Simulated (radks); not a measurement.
Results of a calculation; reference values are marked as such.
Al IV, 10 electrons, occupied as [Ne].

Level of theory: non-relativistic Kohn-Sham, PBE, spin-polarised, spherical densities, point nucleus (a radial shooting solver on a logarithmic mesh with Libxc functionals).

Energy parts (eV):
part                      energy
total                  -6537.925
kinetic                 6528.509
electron-nucleus      -15267.351
Hartree                 2681.917
exchange-correlation    -481.001

Orbitals (lengths in bohr, moments of r in powers of bohr; <r^-3> diverges for s and p1/2; r(90%) holds 90 % of the orbital's charge):
[
 {"orbital": "1s", "occ.": "2", "eigenvalue (eV)": "-1543.253", "<1/r>": "12.58", "r(90%)": "0.215", "<r^-3>": "-", "<r>": "0.1205"},
 {"orbital": "2s", "occ.": "2", "eigenvalue (eV)": "-142.1482", "<1/r>": "2.339", "r(90%)": "0.987", "<r^-3>": "-", "<r>": "0.6248"},
 {"orbital": "2p", "occ.": "6", "eigenvalue (eV)": "-104.1345", "<1/r>": "2.221", "r(90%)": "1.01", "<r^-3>": "35.92", "<r>": "0.5978"}
]

The highest occupied level is 2p at -104.13 eV. The density falls to 0.001 e/bohr^3 at r = 1.98 bohr. For comparison, the ionisation energy in NIST's Atomic Spectra Database is 119.99 eV (measured). In exact Kohn-Sham theory the highest level is minus the ionisation energy, but local and semilocal functionals leave it too shallow, through self-interaction and a potential that decays too fast; potentials with the right tail come closer. Summed over all electrons, <r^2> = 3.686 bohr^2, which gives a Langevin (diamagnetic) susceptibility term of -2.92 x 10^-6 cm^3/mol. The electron density at the nucleus is 1401 e/bohr^3. Virial ratio -V/T = 2.00144.
